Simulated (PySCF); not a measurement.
Iodine: a sound run and one with changed settings

Sound run: I²⁺ [Kr] 4d10 5s2 5p3, I³⁺ [Kr] 4d10 5s2 5p2. Calculation: PySCF 2.14, in x2c-SVPall (6s5p3d, 36 functions); scalar relativity by spin-free X2C-1e. In the sound run the correlated levels freeze [Kr] 4d10. The sound run starts from symmetry-adapted Hartree-Fock orbitals and uses a fine grid where one is needed.

Changed run: the non-relativistic Hamiltonian (point nucleus). This setting is unsound on purpose.

```
species   method  sound run (hartree)  changed run (hartree)  converged
    I²⁺      UHF          -7110.89091            -6723.44449        yes
    I²⁺      PBE          -7113.27384            -6725.87878        yes
    I²⁺   M06-2X          -7114.34788            -6726.95722        yes
    I²⁺      MP2          -7110.93421            -6723.49417        yes
    I²⁺  CCSD(T)          -7110.94664            -6723.51207        yes
    I³⁺      UHF          -7109.79137            -6722.32107        yes
    I³⁺      PBE          -7112.15703            -6724.73037        yes
    I³⁺   M06-2X          -7113.22758            -6725.80369        yes
    I³⁺      MP2          -7109.82483            -6722.36130        yes
    I³⁺  CCSD(T)          -7109.83834            -6722.38605        yes
```

Ionisation energy of I²⁺:

```json
{"method": "UHF", "sound run (eV)": "29.920", "changed run (eV)": "30.570"}
{"method": "PBE", "sound run (eV)": "30.390", "changed run (eV)": "31.250"}
{"method": "M06-2X", "sound run (eV)": "30.485", "changed run (eV)": "31.389"}
{"method": "MP2", "sound run (eV)": "30.188", "changed run (eV)": "30.827"}
{"method": "SCS-MP2", "sound run (eV)": "30.092", "changed run (eV)": "30.729"}
{"method": "CCSD", "sound run (eV)": "30.155", "changed run (eV)": "30.646"}
{"method": "CCSD(T)", "sound run (eV)": "30.158", "changed run (eV)": "30.641"}
```

Most of the change in total energy is the relativistic energy itself. On top of that the contraction fixes the core shape for the Hamiltonian it was made with, so the changed run is not a good calculation with the other Hamiltonian either.

For comparison, NIST gives 29.57 ± 0.025 eV between the lowest levels.
